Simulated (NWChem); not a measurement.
System: CH6OSSi; SMILES CO[SiH2]S

Excerpt of the output:

```
             Northwest Computational Chemistry Package (NWChem) 7.3.0
             --------------------------------------------------------

                             Geometry "geometry" -> ""
                             -------------------------

 Output coordinates in angstroms (scale by  1.889725989 to convert to a.u.)

  No.       Tag          Charge          X              Y              Z
 ---- ---------------- ---------- -------------- -------------- --------------
    1 Si                  14.0000    -1.05211700     0.01062800     0.12345400
    2 S                   16.0000     0.09553600     1.79929300     0.45210100
    3 O                    8.0000    -0.20725800    -1.38057900     0.43689200
    4 C                    6.0000     0.99325800    -1.75196800    -0.18190800
    5 H                    1.0000    -2.17331500     0.02864500     1.09286100
    6 H                    1.0000    -1.51879400     0.02866000    -1.29622700
    7 H                    1.0000     0.57463200     1.85698100    -0.80914700
    8 H                    1.0000     1.77847400    -0.98689100    -0.04266900
    9 H                    1.0000     1.34707500    -2.69111300     0.26906000
   10 H                    1.0000     0.86408900    -1.92273100    -1.26715000

 Effective nuclear repulsion energy (a.u.)     222.9494898222

                                 NWChem DFT Module
                                 -----------------

 Summary of "ao basis" -> "ao basis" (spherical)
 ------------------------------------------------------------------------------
       Tag                 Description            Shells   Functions and Types
 ---------------- ------------------------------  ------  ---------------------
 Si                          6-31g*                  8       18   4s3p1d
 S                           6-31g*                  8       18   4s3p1d
 O                           6-31g*                  6       14   3s2p1d
 C                           6-31g*                  6       14   3s2p1d
 H                           6-31g*                  2        2   2s

 in cosmo_initialize ...
 calling solv_data for solv:ether

 solvent parameters
 solvname_short: ether
 solvname_long:  diethyl ether
 dielec:        4.2400
 dielecinf:     1.8295
 nonaqueous SMD model solvent descriptors
 dielec:        4.2400
 sola:          0.0000
 solb:          0.4100
 solc:          0.0000
 solg:         23.9600
 solh:          0.0000
 soln:          1.3526

[...]

                                COSMO-SMD solvation results
                                ---------------------------

             internal energy in gas <Psi(g)|H|Psi(g)> =      -804.527102428907
         internal energy in solvent <Psi(s)|H|Psi(s)> =      -804.526602086714
                               delta internal energy  =         0.000500342194 (    0.31 kcal/mol)
   total free energy in solvent <Psi(s)|H+V/2|Psi(s)> =      -804.531453060806
 polarization energy contribution <Psi(s)|V/2|Psi(s)> =        -0.004850974092 (   -3.04 kcal/mol)
    total free energy in solvent including G(SMD-CDS) =      -804.533892592703
                       G(SMD-CDS) energy contribution =        -0.002439531897 (   -1.53 kcal/mol)
     1 M fixed-concentration free energy of solvation =        -0.006790163796 (   -4.26 kcal/mol)

                       DFT Final Molecular Orbital Analysis
                       ------------------------------------

 Vector   23  Occ=2.000000D+00  E=-3.746981D-01
              MO Center= -6.4D-02, -8.0D-01,  2.7D-01, r^2= 3.8D+00
   Bfn.  Coefficient  Atom+Function         Bfn.  Coefficient  Atom+Function
  ----- ------------  ---------------      ----- ------------  ---------------
    41      0.328456   3 O  pz               40     -0.263310   3 O  py
    45      0.257548   3 O  pz               26     -0.197255   2 S  py
     8      0.195027   1 Si py               44     -0.192265   3 O  py
    25     -0.176408   2 S  px               55     -0.173205   4 C  pz
    66     -0.163239   5 H  s                74     -0.151535   9 H  s

 Vector   24  Occ=2.000000D+00  E=-3.483923D-01
              MO Center= -7.9D-02, -4.1D-01,  5.2D-02, r^2= 3.9D+00
   Bfn.  Coefficient  Atom+Function         Bfn.  Coefficient  Atom+Function
  ----- ------------  ---------------      ----- ------------  ---------------
    41      0.319172   3 O  pz               26      0.267784   2 S  py
    45      0.259702   3 O  pz               68      0.238010   6 H  s
    39      0.229250   3 O  px               40      0.205594   3 O  py
    43      0.189651   3 O  px               44      0.167646   3 O  py
    76      0.157260  10 H  s                25      0.154828   2 S  px

 Vector   25  Occ=2.000000D+00  E=-3.217460D-01
              MO Center=  3.5D-02,  1.6D+00,  4.2D-01, r^2= 2.1D+00
   Bfn.  Coefficient  Atom+Function         Bfn.  Coefficient  Atom+Function
  ----- ------------  ---------------      ----- ------------  ---------------
    25      0.523571   2 S  px               26     -0.354526   2 S  py
    29      0.323462   2 S  px               30     -0.225971   2 S  py
    21     -0.198053   2 S  px               27      0.191297   2 S  pz
    22      0.133935   2 S  py               40     -0.131046   3 O  py
    31      0.123495   2 S  pz               44     -0.103594   3 O  py

 Vector   26  Occ=0.000000D+00  E= 6.068046D-02
              MO Center= -3.7D-01,  7.1D-01,  8.4D-02, r^2= 5.1D+00
   Bfn.  Coefficient  Atom+Function         Bfn.  Coefficient  Atom+Function
  ----- ------------  ---------------      ----- ------------  ---------------
    28      1.214194   2 S  s                11     -1.057240   1 Si px
    70     -0.928638   7 H  s                10     -0.805052   1 Si s
    31     -0.625501   2 S  pz               30     -0.528301   2 S  py
    12     -0.357150   1 Si py               56      0.321297   4 C  s
    42      0.265902   3 O  s                24      0.243691   2 S  s

[...]
```

Level: M06-2X/6-31G* (spherical d), SMD on the gas-phase geometry. Structure relaxed at the PBE0/def2-SVP level. Solvent: diethyl ether.

Task: Which NWChem input produces such a log?

Result: This is not unique; one that fits is the input that was run:
```
start job
memory heap 200 mb stack 900 mb global 1100 mb
geometry units angstroms noautosym nocenter noautoz
  Si    -1.052117     0.010628     0.123454
  S      0.095536     1.799293     0.452101
  O     -0.207258    -1.380579     0.436892
  C      0.993258    -1.751968    -0.181908
  H     -2.173315     0.028645     1.092861
  H     -1.518794     0.028660    -1.296227
  H      0.574632     1.856981    -0.809147
  H      1.778474    -0.986891    -0.042669
  H      1.347075    -2.691113     0.269060
  H      0.864089    -1.922731    -1.267150
end
basis spherical
  * library 6-31g*
end
dft
  xc m06-2x
  iterations 150
end
cosmo
  do_cosmo_smd true
  solvent ether
end
task dft energy
```
